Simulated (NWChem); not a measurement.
# C$_{3}$H$_{7}$O$_{2}$, doublet; SMILES [CH](C(C)O)O

```xyz
12

C     -0.7535     1.4488    -0.4070
C     -0.0012     0.5045     0.5475
O      1.3746     0.3722     0.1416
C     -0.5378    -0.8982     0.5457
O     -0.1500    -1.6923    -0.4964
H     -0.3006     2.4509    -0.4168
H     -1.7972     1.5628    -0.0945
H     -0.7401     1.0437    -1.4245
H     -0.0560     0.9125     1.5692
H      1.6763     1.2307    -0.1915
H     -1.5439    -1.1062     0.8972
H      0.7274    -1.3505    -0.7586
```
Atoms are numbered in this order, from 1.

Level: B3LYP/6-31G* (spherical d), spin-unrestricted (NWChem), optimised geometry, unscaled harmonic frequencies. B3LYP is NWChem's, with the RPA form of VWN correlation.

Q: List the harmonic frequencies with IR intensities, and the thermochemistry.

A: 
```tsv
frequency (cm⁻¹)	IR intensity (km/mol)
127	1.8
248	2.5
279	57.6
310	41.4
346	4.5
440	3.5
605	30.1
643	92.2
705	62.2
828	15.3
951	9.9
1016	15.5
1079	14.2
1114	46.6
1193	107.1
1231	86.4
1360	33.0
1371	2.1
1409	43.3
1425	10.1
1474	77.3
1520	2.4
1526	10.3
3003	53.2
3027	34.2
3102	27.4
3133	22.6
3211	24.3
3638	65.7
3756	17.0
```

| Quantity | Value |
|---|---|
| zero-point energy | 63.0 kcal/mol |
| thermal correction to the enthalpy at 298.15 K (with zero-point energy) | 67.4 kcal/mol |
| heat capacity Cv | 21.8 cal/(mol K) |
| entropy at 298.15 K and 1 atm (symmetry number 1, electronic part: spin degeneracy alone) | 77.2 cal/(mol K) |
| dipole moment | 2.81 D |

Rigid rotor and harmonic oscillator.
